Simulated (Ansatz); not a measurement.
Consider the redistribution: `CNB(F)[SiH2]Cl` + `O[SiH3]` → `FB[SiH2]Cl` + `CN[SiH2]O`.

Program: Ansatz. Geometries: PBE0-D4/def2-TZVP. ΔE: electronic, gas phase. CBS: MP2 limit from def2 TZ/QZ plus the TZ coupled-cluster correction, frozen cores. Functionals use def2-TZVPP. One conformer a species, not always the lowest.

Problem. Is it downhill or uphill in electronic energy at CCSD(T)/CBS, and by how much? (Estimate.)

Solution. Ansatz gave: Uphill: ΔE = +92.4 kJ/mol.

Problem. What do these levels give: PBE-D4, ωB97X-V, PBE0, CCSD/def2-TZVPP, HF/def2-QZVPP, HF/CBS(def2)? (Estimate.)

Solution. Computed: PBE-D4 99.0, ωB97X-V 92.4, PBE0 96.9, CCSD/def2-TZVPP 92.0, HF/def2-QZVPP 84.4, HF/CBS(def2) 84.2 kJ/mol.

Largest T1 diagnostic among the species: 0.012.

In def2-TZVPP, CCSD(T) changes the Hartree–Fock value by +8.1 kJ/mol (the triples alone add +1.8 kJ/mol) and MP2 by +8.1 kJ/mol.
